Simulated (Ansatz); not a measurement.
Mulliken charges of H2O3SW, SMILES `[O]=[W]([OH])([OH])=[S]` from ωB97M-V/def2-TZVPP in Ansatz (PBE0-D4/def2-TZVP geometry).

| atom | x (Å) | y (Å) | z (Å) | charge (e) |
| --- | --- | --- | --- | --- |
| O1 | -1.205 | -1.425 | 0.516 | -0.379 |
| W2 | -0.314 | -0.045 | 0.092 | 0.990 |
| O3 | 1.138 | 0.147 | 1.263 | -0.393 |
| O4 | 0.289 | -0.266 | -1.669 | -0.396 |
| S5 | -1.560 | 1.685 | 0.231 | -0.244 |
| H6 | 1.401 | -0.516 | 1.907 | 0.208 |
| H7 | 0.250 | 0.421 | -2.339 | 0.214 |

By hand: the dipole of these point charges (1 e Å = 4.8032 D).

Σ q r = (0.310, 0.115, -0.100) e Å, of length 0.345 e Å = 1.66 D.

How does the dipole of the full density compare? (An estimate is asked.)

Ansatz gave: (0.575, -0.015, -0.127) e Å, 2.83 D; the point charges give 0.59 times that, at 22° from its direction.

Point charges leave out the atoms' own dipoles, such as those of lone pairs, and Mulliken's split depends on the basis, so the two needn't agree.
